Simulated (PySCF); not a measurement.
Below is a simulated gas-phase Si 2p photoelectron spectrum of GeH3(OSiMe3), `[Si]([O][GeH3])(C)(C)C`.

Every computed line was given a Gaussian of 0.4 eV full width at half maximum and an area set by the number of equivalent atoms (split 2:1 within a doublet); the highest printed point is 100. Method used: delta-SCF UKS SCAN, pcX-2 on the ionised atom, pcseg-1 elsewhere, spin-free X2C (PySCF).

binding energy (eV), intensity and a bar:
```
    105.8          1 
    105.9          4 #
    106.0         16 #####
    106.1         42 #############
    106.2         77 #######################
    106.3        100 ##############################
    106.4         92 ############################
    106.5         61 ##################
    106.6         33 ##########
    106.7         26 ########
    106.8         36 ###########
    106.9         49 ###############
    107.0         49 ###############
    107.1         34 ##########
    107.2         17 #####
    107.3          6 ##
    107.4          2 
    107.5          0
```

Q: Count the maxima, the lines and the sites behind this envelope.

A: The curve has 2 maxima (at 106.3 and 106.9 eV). Under it lie 2 lines from 1 inequivalent silicon site, drawn as a 2p3/2, 2p1/2 pair.

Q: Decompose the envelope and assign each component. Bonds: Ge1–O5, O5–Si6, Si6–C7, Si6–C8, Si6–C9. Hydrogens: H2, H3, H4 on Ge1; H10, H11, H12 on C7; H13, H14, H15 on C8; H16, H17, H18 on C9.

A: 
| position (eV) | relative area | line | atoms | environment |
| --- | --- | --- | --- | --- |
| 106.33 | 0.67 | Si 2p3/2 | Si6 | silicon bonded to 3 C and O |
| 106.95 | 0.33 | Si 2p1/2 | Si6 | silicon bonded to 3 C and O |

The curve has no shake-up lines and no vibrational structure. For 2p shells one spin-free hole was relaxed; a mean-field spin–orbit operator and the ground-state splitting of the three 2p orbitals were then diagonalised within the shell. The shell's mean is (2 × 2p3/2 + 2p1/2)/3, and the degeneracies 2j + 1 give areas of 2:1. 2p1/2 minus 2p3/2 (ligand field included): Si 0.63 eV. Geometry: PBE0-D3(BJ)/def2-SVP; no solvent, vibrations or thermal averaging.

On one thread, Arm Neoverse V2 (aarch64) (shared host), this took 37 s wall and 0.77 GiB of memory at its peak.
